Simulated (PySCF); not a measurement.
Working out the ionisation energy of Sc⁺

Sc⁺ [Ar] 3d1 4s1 (3D) → Sc²⁺ [Ar] 3d1 (2D). All numbers are calculated (PySCF 2.14, the spin-free X2C one-electron Hamiltonian (Gaussian nucleus), in ANO-RCC-VTZP (6s5p3d2f1g, 59 functions)). Frozen: [Ne]. Energies in hartree (1 hartree = 27.21139 eV):

```tsv
part	Sc⁺ (lower)	Sc²⁺ (upper)
UHF	-763.087189	-762.637783
MP2 opposite-spin	-0.203019	-0.193491
MP2 same-spin	-0.075667	-0.065745
```

**Question.** What does Hartree-Fock give?

**Answer.** (-762.637783) − (-763.087189) = 0.449406 hartree = 12.229 eV.

**Question.** What do MP2 and SCS-MP2 (6/5 opposite-spin, 1/3 same-spin) give?

**Answer.** The opposite-spin parts differ by 0.259 eV and the same-spin parts by 0.270 eV. MP2: 12.229 + (0.259) + (0.270) = 12.758 eV. SCS-MP2: 12.229 + 1.2 × (0.259) + (0.270)/3 = 12.630 eV.

A first-order spin-orbit estimate adds -0.001 eV to MP2 (valence and next inner shell), giving 12.757 eV against 12.800 eV (measured; NIST Atomic Spectra Database, ionization energies).

What remains against the reference includes basis incompleteness, the frozen core and correlation beyond second order.
